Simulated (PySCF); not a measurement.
From one molecule to another.

First species: C6H7N3.
SMILES with atom numbers: `[CH:1]#[C:2][c:3]1[cH:4][n:5][n:6]([CH2:7][CH3:8])[n:9]1` (hydrogens: H10 on C1; H11 on C4; H12, H13 on C7; H14, H15, H16 on C8)

Second species: C₂H₇NSi₃.
Numbering: `[N:1]#[C:2][SiH:3]1[SiH2:4][CH2:5][SiH2:6]1` (hydrogens: H7 on Si3; H8, H9 on Si4; H10, H11 on C5; H12, H13 on Si6)

Levels: PBE0/def2-SVPD for dipole moment, HOMO energy, LUMO energy, HOMO–LUMO gap, static isotropic polarisability and electronic spatial extent ⟨r²⟩ about the centre of nuclear charge; TDDFT PBE0/def2-SVPD for lowest singlet excitation; TDA PBE0/def2-SVPD for lowest triplet excitation (Tamm–Dancoff); GFN2-xTB for rotational constant A and rotational constant C. Geometries: GFN2-xTB. Each structure is a single optimised conformer of the isolated species, non-relativistic unless stated. Electronic properties by PySCF.

Dipoles, sizes and rotational constants follow the conformer. The torsions of the flexible species, by atom-mapped SMILES:
- `[CH:1]#[C:2][c:3]1[cH:4][n:5][n:6]([CH2:7][CH3:8])[n:9]1`: N5–N6–C7–C8 89°

Values for the first species:

```
Dipole moment                                                     : 1.11 D
HOMO energy                                                       : -7.13 eV
LUMO energy                                                       : -0.69 eV
HOMO–LUMO gap                                                     : 6.44 eV
Lowest singlet excitation                                         : 5.65 eV
Lowest triplet excitation (Tamm–Dancoff)                          : 4.08 eV
Static isotropic polarisability                                   : 92.3 au
Electronic spatial extent ⟨r²⟩ about the centre of nuclear charge : 1338 bohr²
Rotational constant A                                             : 4.774 GHz
Rotational constant C                                             : 0.866 GHz
```

Estimate the same properties for the second species, and the change in each.

```tsv
property	first	second	second less first
dipole moment	1.11 D	4.42 D	+3.31 D
HOMO energy	-7.13 eV	-8.03 eV	-0.90 eV
LUMO energy	-0.69 eV	-1.56 eV	-0.87 eV
HOMO–LUMO gap	6.44 eV	6.47 eV	+0.03 eV
lowest singlet excitation	5.65 eV	5.15 eV	-0.50 eV
lowest triplet excitation (Tamm–Dancoff)	4.08 eV	4.54 eV	+0.46 eV
static isotropic polarisability	92.3 au	110.3 au	+18.0 au
electronic spatial extent ⟨r²⟩ about the centre of nuclear charge	1338 bohr²	1191 bohr²	-147 bohr²
rotational constant A	4.774 GHz	2.575 GHz	-2.199 GHz
rotational constant C	0.866 GHz	1.031 GHz	+0.165 GHz
```

On the first: S1 lies 0.79 eV below the HOMO–LUMO gap; its leading configuration is HOMO→LUMO, weight 0.90.

On the second: S1 lies 1.32 eV below the HOMO–LUMO gap; its leading configuration is HOMO→LUMO, weight 0.98. The vertical singlet–triplet gap S1 − T1 is 0.61 eV (TDDFT singlet less Tamm–Dancoff triplet; S1: HOMO→LUMO, weight 0.98; T1: HOMO→LUMO, weight 0.97).
